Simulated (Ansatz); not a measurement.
Reaction (formal exchange of groups at a C–O bond): `CO[Si](C)(N)Br` + `C#[C][SnH2][F]` → `C#[C][SnH]([CH3])[F]` + `C[Si](N)(O)Br`

Isolated molecules relaxed with PBE0-D4/def2-TZVP in Ansatz; ΔE leaves out vibrations. CCSD(T)/CBS adds triple-zeta CCSD(T) − MP2 to the extrapolated MP2 energy (def2 sets, frozen cores). DFT in def2-TZVPP. B3LYP here is the variant with VWN-RPA as its local correlation; programs differ in this. def2 core potentials past Kr. For Br, Sn outer-core shells are correlated without core-valence functions, which leaves a few kJ/mol of doubt a bond. Scalar relativity is left out up to krypton. Each species was taken in one conformer, which may not be the lowest.

CCSD(T)/CBS gives -98.3 kJ/mol.

Task: Another level gave -90.5 kJ/mol. Which?
A. HF/def2-TZVPP
B. MP2/def2-TZVPP
C. CCSD/def2-TZVPP
D. B3LYP-D4/def2-TZVPP

Result: C. CCSD/def2-TZVPP -90.5, B3LYP-D4 -84.9, MP2/def2-TZVPP -100.5, HF/def2-TZVPP -78.0 kJ/mol.

Largest T1 diagnostic among the species: 0.014.

In def2-TZVPP, CCSD(T) changes the Hartree–Fock value by −13.9 kJ/mol (the triples alone add −1.4 kJ/mol) and MP2 by −22.5 kJ/mol.
